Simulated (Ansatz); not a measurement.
SnGe3⁺. The state is a doublet with charge 1. Geometry PBE-D4/def2-SVP.

```xyz
4

Ge   -0.300    0.275    2.001
Ge   -0.124    1.406   -0.119
Ge    0.278   -0.015   -2.023
Sn    0.146   -1.666    0.141
```

In the def2 sets Sn takes a core potential; there is no spin–orbit coupling. HSE06 is defined as in plane-wave codes, on full-range PBE exchange. Another isomer (doublet) lies 0.14 eV lower at PBE0-D4/def2-TZVP; other spin states weren't run for this one.

**Question.** Estimate the α-spin orbital energies around the gap (eV) in Ansatz with PBE-D4/def2-TZVP, r2SCAN-D4/def2-TZVP, PBE0-D4/def2-TZVP, HSE06-D4/def2-TZVP, ωB97X-V/def2-TZVP.

**Answer.** 
```json
{"orbital": "HOMO−5", "PBE-D4/def2-TZVP": "-15.67", "r2SCAN-D4/def2-TZVP": "-16.09", "PBE0-D4/def2-TZVP": "-16.95", "HSE06-D4/def2-TZVP": "-16.53", "ωB97X-V/def2-TZVP": "-19.52"}
{"orbital": "HOMO−4", "PBE-D4/def2-TZVP": "-13.86", "r2SCAN-D4/def2-TZVP": "-14.18", "PBE0-D4/def2-TZVP": "-14.98", "HSE06-D4/def2-TZVP": "-14.57", "ωB97X-V/def2-TZVP": "-17.27"}
{"orbital": "HOMO−3", "PBE-D4/def2-TZVP": "-11.04", "r2SCAN-D4/def2-TZVP": "-11.32", "PBE0-D4/def2-TZVP": "-11.90", "HSE06-D4/def2-TZVP": "-11.53", "ωB97X-V/def2-TZVP": "-13.75"}
{"orbital": "HOMO−2", "PBE-D4/def2-TZVP": "-10.61", "r2SCAN-D4/def2-TZVP": "-10.83", "PBE0-D4/def2-TZVP": "-11.35", "HSE06-D4/def2-TZVP": "-10.99", "ωB97X-V/def2-TZVP": "-13.15"}
{"orbital": "HOMO−1", "PBE-D4/def2-TZVP": "-10.56", "r2SCAN-D4/def2-TZVP": "-10.82", "PBE0-D4/def2-TZVP": "-11.23", "HSE06-D4/def2-TZVP": "-10.87", "ωB97X-V/def2-TZVP": "-12.83"}
{"orbital": "HOMO", "PBE-D4/def2-TZVP": "-9.94", "r2SCAN-D4/def2-TZVP": "-10.32", "PBE0-D4/def2-TZVP": "-10.90", "HSE06-D4/def2-TZVP": "-10.53", "ωB97X-V/def2-TZVP": "-12.83"}
{"orbital": "LUMO", "PBE-D4/def2-TZVP": "-8.77", "r2SCAN-D4/def2-TZVP": "-8.81", "PBE0-D4/def2-TZVP": "-8.15", "HSE06-D4/def2-TZVP": "-8.51", "ωB97X-V/def2-TZVP": "-6.35"}
{"orbital": "LUMO+1", "PBE-D4/def2-TZVP": "-7.97", "r2SCAN-D4/def2-TZVP": "-7.97", "PBE0-D4/def2-TZVP": "-7.39", "HSE06-D4/def2-TZVP": "-7.74", "ωB97X-V/def2-TZVP": "-5.67"}
{"orbital": "LUMO+2", "PBE-D4/def2-TZVP": "-7.91", "r2SCAN-D4/def2-TZVP": "-7.91", "PBE0-D4/def2-TZVP": "-7.23", "HSE06-D4/def2-TZVP": "-7.59", "ωB97X-V/def2-TZVP": "-5.40"}
{"orbital": "LUMO+3", "PBE-D4/def2-TZVP": "-6.41", "r2SCAN-D4/def2-TZVP": "-6.28", "PBE0-D4/def2-TZVP": "-5.53", "HSE06-D4/def2-TZVP": "-5.91", "ωB97X-V/def2-TZVP": "-3.34"}
{"orbital": "LUMO+4", "PBE-D4/def2-TZVP": "-5.66", "r2SCAN-D4/def2-TZVP": "-5.39", "PBE0-D4/def2-TZVP": "-4.92", "HSE06-D4/def2-TZVP": "-5.28", "ωB97X-V/def2-TZVP": "-3.08"}
{"orbital": "LUMO+5", "PBE-D4/def2-TZVP": "-5.33", "r2SCAN-D4/def2-TZVP": "-5.15", "PBE0-D4/def2-TZVP": "-4.66", "HSE06-D4/def2-TZVP": "-5.02", "ωB97X-V/def2-TZVP": "-2.90"}
{"orbital": "β HOMO", "PBE-D4/def2-TZVP": "-10.36", "r2SCAN-D4/def2-TZVP": "-10.59", "PBE0-D4/def2-TZVP": "-11.05", "HSE06-D4/def2-TZVP": "-10.69", "ωB97X-V/def2-TZVP": "-12.76"}
{"orbital": "β LUMO", "PBE-D4/def2-TZVP": "-9.27", "r2SCAN-D4/def2-TZVP": "-9.19", "PBE0-D4/def2-TZVP": "-8.66", "HSE06-D4/def2-TZVP": "-9.00", "ωB97X-V/def2-TZVP": "-7.03"}
```
